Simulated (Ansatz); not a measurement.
The inner images of a band of GaH3O + H2 (7 atoms, charge 0, multiplicity 1) are given out of order.

The calculation used Ansatz, RKS B3LYP-D4/def2-SVP.

First end point:

```xyz
7
Properties=species:S:1:pos:R:3
Ga -0.052 -0.350 0.037
O -0.005 -0.507 1.828
H -0.871 -0.507 2.257
H 1.366 -0.359 -0.613
H -1.456 -0.242 -0.657
H 0.118 2.693 0.903
H 0.139 2.134 1.420
```

Last end point:

```xyz
7
Properties=species:S:1:pos:R:3
Ga 0.010 0.478 -0.227
O -0.008 0.110 1.944
H -0.881 -0.214 2.211
H 1.355 -0.245 -0.614
H -1.370 -0.257 -0.476
H -0.006 2.059 -0.101
H 0.139 0.931 2.438
```

Task: Put them in order from the first end to the last, with their energies above the first end.
A.
```xyz
7
Properties=species:S:1:pos:R:3
Ga -0.035 -0.207 0.096
O 0.002 -0.481 1.878
H -0.861 -0.457 2.312
H 1.382 -0.205 -0.557
H -1.430 -0.049 -0.608
H 0.083 2.367 0.728
H 0.098 1.894 1.326
```
B.
```xyz
7
Properties=species:S:1:pos:R:3
Ga 0.015 0.424 -0.208
O 0.019 0.099 1.969
H -0.820 -0.230 2.327
H 1.362 -0.255 -0.650
H -1.388 -0.203 -0.572
H 0.039 1.973 0.175
H 0.012 1.055 2.134
```
C.
```xyz
7
Properties=species:S:1:pos:R:3
Ga 0.015 0.338 -0.156
O 0.033 0.089 1.979
H -0.817 -0.175 2.363
H 1.402 -0.198 -0.637
H -1.412 -0.134 -0.616
H 0.036 1.871 0.463
H -0.017 1.070 1.779
```
D.
```xyz
7
Properties=species:S:1:pos:R:3
Ga -0.019 -0.069 0.076
O 0.023 -0.258 1.901
H -0.841 -0.276 2.332
H 1.394 -0.135 -0.586
H -1.422 -0.038 -0.627
H 0.056 2.068 0.738
H 0.048 1.571 1.340
```
E.
```xyz
7
Properties=species:S:1:pos:R:3
Ga 0.002 0.156 -0.035
O 0.024 0.011 1.937
H -0.822 -0.221 2.347
H 1.414 -0.143 -0.619
H -1.427 -0.060 -0.631
H 0.043 1.873 0.699
H 0.005 1.248 1.477
```

Result: A (+0.03 eV), D (+0.27 eV), E (+0.88 eV), C (+0.18 eV), B (-0.09 eV).

Run time: 99 s on 1 thread of Arm Neoverse V1 (shared host), peak memory 0.14 GiB.
